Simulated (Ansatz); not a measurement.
A search over several starts for the lowest SCF solution of the cluster LiB7⁻ at the given spin, in a small basis.

```yaml
crystal:
  periodic: [false, false, false]
  atoms:
    - {symbol: Li, position_ang: [0.500488, 0.599910, 1.261558]}
    - {symbol: B, position_ang: [-0.887239, -1.808110, 1.142701]}
    - {symbol: B, position_ang: [-0.091156, 2.080330, -1.010007]}
    - {symbol: B, position_ang: [0.422594, -1.598662, 0.386441]}
    - {symbol: B, position_ang: [0.946234, 0.960277, -1.031685]}
    - {symbol: B, position_ang: [-0.878561, 0.861499, -0.489534]}
    - {symbol: B, position_ang: [-1.164450, -0.552390, 0.293753]}
    - {symbol: B, position_ang: [1.152080, -0.542855, -0.553237]}
basis:
  gaussian: {orbitals: def2-SVP, initial_orbitals: start.molden}
total_charge: -1
magnetization: {spin_polarized: true, initial_magnetization: 1}
hamiltonian: {xc: pbe, dispersion: d4}
output: {orbitals: {seedname: orbitals}}
```

The file start.molden holds the orbitals of an earlier run on this structure, at another level or in another basis.

```sh
$ ansatz run in.yaml --threads 4 --pin off --events-out ev --progress --plain --max-ram 4787MiB
```

Shortened log:

```
Functional definition: PBE
1214 factors; their error is unknown
mean field evaluation 1: about -4768.7112 eV, gradient 1.9e2 eV
mean field evaluation 2: about -4831.1639 eV, gradient 8.3e1 eV
mean field evaluation 4: about -4903.2646 eV, gradient 2.2e1 eV
mean field evaluation 8: about -4921.5974 eV, gradient 1.6e0 eV
mean field evaluation 16: about -4921.6953 eV, gradient 7.2e-2 eV
mean field evaluation 32: about -4918.0975 eV, gradient 2.3e1 eV
mean field evaluation 64: about -4919.5955 eV, gradient 8.3e0 eV
mean field evaluation 96: about -4919.0918 eV, gradient 2.3e0 eV
mean field evaluation 128: about -4921.0379 eV, gradient 1.8e0 eV
mean field -4921.69539723 eV, -180.8689698033 hartree, gradient 8.2e-6 eV, S^2 0.851526; 10 other end points of the search recorded, 0 dependent functions left out
reference -4921.69545358 eV, -180.8689718739 hartree; 20, 19 occupied and 87, 88 virtual orbitals, 1214 factors
Total energy: -4922.00460181 eV, -180.8803328621 hartree
```

Hardware: 4 threads of Arm Neoverse V1 on a shared host. Wall time 16 s.

The highest occupied level of the charge -1 doublet lies above zero (up to 0.05 eV). The electron is either unbound and held by the finite basis, or the level is raised by self-interaction error. Another isomer (doublet) lies 1.61 eV lower at PBE0-D4/def2-TZVPD; other spin states weren't run for this one.
